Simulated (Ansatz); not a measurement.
Reactions of `[CH3][SbH][CH2]O`.

Gas-phase electronic energies from Ansatz, PBE0-D4/def2-TZVP geometries. CBS: MP2 limit from def2 TZ/QZ plus the TZ coupled-cluster correction, frozen cores. This one scheme is used for every species. Elements past krypton have def2 core potentials. For Ga, Sb outer-core shells are correlated without core-valence functions, which leaves a few kJ/mol of doubt a bond. Scalar relativity is left out up to krypton. One conformer a species, not always the lowest.

Problem. Order these by ΔE at CCSD(T)/CBS, lowest first. (An estimate is asked.)
A. `[CH3][SbH][CH2]O` + `[OH][Ga]([F])[Cl]` → `[CH3][SbH][OH]` + `O[CH2][Ga]([F])[Cl]`
B. `[CH3][SbH][CH2]O` + `N=CF` → `OC/N=C\F` + `[CH3][SbH2]`
C. `[CH3][SbH][CH2]O` + `NB1C=N1` → `[NH2][SbH][CH2]O` + `CB1C=N1`
D. `[CH3][SbH][CH2]O` + `OB(O)[SiH3]` → `[CH3][SbH][SiH3]` + `OCB(O)O`

Solution. D (-111.2 kJ/mol), B (+7.7 kJ/mol), A (+28.2 kJ/mol), C (+77.2 kJ/mol).

Largest T1 diagnostic: 0.014, for `[OH][Ga]([F])[Cl]`.
